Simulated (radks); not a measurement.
The numbers below are computed, except where a source is named.
Species: neutral rhenium. Configuration: [Xe] 4f14 5d5.75 6s1.25 (fractional occupations, a model configuration). Code: a radial shooting solver on a logarithmic mesh with Libxc functionals. Model: scalar-relativistic Kohn-Sham, PBE, spin-unpolarised, spherical densities, point nucleus. Some entries of the table are withheld. Estimate them.

orbital,occ.,eigenvalue (eV),<r^2> (bohr^2),<1/r> (bohr^-1)
1s,2,-71666.05,0.0004477,88.80
2s,2,-12423.93,0.006874,(1)
2p,6,-10840.64,0.005708,18.75
3s,2,-2875.075,0.04455,7.694
3p,6,-2408.298,0.04540,7.086
3d,10,-1879.571,0.03764,(2)
4s,2,-598.6599,0.2190,3.275
4p,6,-445.5849,0.2497,2.971
4d,10,-253.6321,0.2895,2.648
5s,2,(3),1.208,1.292
5p,6,-45.4724,1.667,1.086
4f,14,-40.6115,0.4200,(4)
6s,1.25,-5.4492,11.38,0.4027
5d,5.75,(5),4.952,0.6693

Answer. 
(1) 2s <1/r> (bohr^-1): 20.77
(2) 3d <1/r> (bohr^-1): 6.690
(3) 5s eigenvalue (eV): -83.5991
(4) 4f <1/r> (bohr^-1): 2.163
(5) 5d eigenvalue (eV): -4.3207
